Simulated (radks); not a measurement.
Results of a calculation; reference values are marked as such.
All-electron atom: Zr3+ in [Ar] 3d10 4s2 4p5 4d2 (not the ground configuration).

Code: a radial shooting solver on a logarithmic mesh with Libxc functionals. Model: scalar-relativistic Kohn-Sham, LDA (Slater exchange, Perdew-Wang correlation), spin-polarised, spherical densities, finite nucleus; open shells are filled with parallel spins first (spin-orbit coupling, left out, can overturn this in heavy ions); Fermi nuclear charge, rms radius 4.2694 fm.

Energy parts (eV):
total: -97739.959
kinetic: 100467.776
electron-nucleus: -234339.393
Hartree: 39099.656
exchange-correlation: -2967.998

Orbitals (lengths in bohr, moments of r in powers of bohr):
1s up: occ. 1; eigenvalue (eV) -17830.67; <1/r> 41.21; <r^2> 0.001857; <r^4> 8.906e-06
1s down: occ. 1; eigenvalue (eV) -17830.51; <1/r> 41.21; <r^2> 0.001857; <r^4> 8.906e-06
2s up: occ. 1; eigenvalue (eV) -2498.178; <1/r> 9.238; <r^2> 0.03124; <r^4> 0.001681
2s down: occ. 1; eigenvalue (eV) -2497.850; <1/r> 9.238; <r^2> 0.03124; <r^4> 0.001681
2p up: occ. 3; eigenvalue (eV) -2233.057; <1/r> 9.009; <r^2> 0.02458; <r^4> 0.001204
2p down: occ. 3; eigenvalue (eV) -2232.740; <1/r> 9.009; <r^2> 0.02458; <r^4> 0.001204
3s up: occ. 1; eigenvalue (eV) -434.8047; <1/r> 3.136; <r^2> 0.2419; <r^4> 0.09126
3s down: occ. 1; eigenvalue (eV) -434.4487; <1/r> 3.136; <r^2> 0.2418; <r^4> 0.09103
3p up: occ. 3; eigenvalue (eV) -348.4267; <1/r> 2.980; <r^2> 0.2495; <r^4> 0.1025
3p down: occ. 3; eigenvalue (eV) -348.0357; <1/r> 2.980; <r^2> 0.2492; <r^4> 0.1021
3d up: occ. 5; eigenvalue (eV) -206.1371; <1/r> 2.741; <r^2> 0.2478; <r^4> 0.1216
3d down: occ. 5; eigenvalue (eV) -205.6660; <1/r> 2.742; <r^2> 0.2470; <r^4> 0.1205
4s up: occ. 1; eigenvalue (eV) -84.7093; <1/r> 1.136; <r^2> 1.615; <r^4> 3.920
4s down: occ. 1; eigenvalue (eV) -82.4107; <1/r> 1.141; <r^2> 1.609; <r^4> 3.902
4p up: occ. 3; eigenvalue (eV) -62.1698; <1/r> 1.007; <r^2> 2.013; <r^4> 6.300
4p down: occ. 2; eigenvalue (eV) -59.7917; <1/r> 1.010; <r^2> 2.014; <r^4> 6.347
4d up: occ. 2; eigenvalue (eV) -30.6151; <1/r> 0.7350; <r^2> 3.686; <r^4> 22.98
4d down: occ. 0; eigenvalue (eV) -28.3690; <1/r> 0.7249; <r^2> 3.840; <r^4> 25.47

The highest occupied level is 4d up at -30.615 eV. Spin moment in Bohr magnetons: 3.
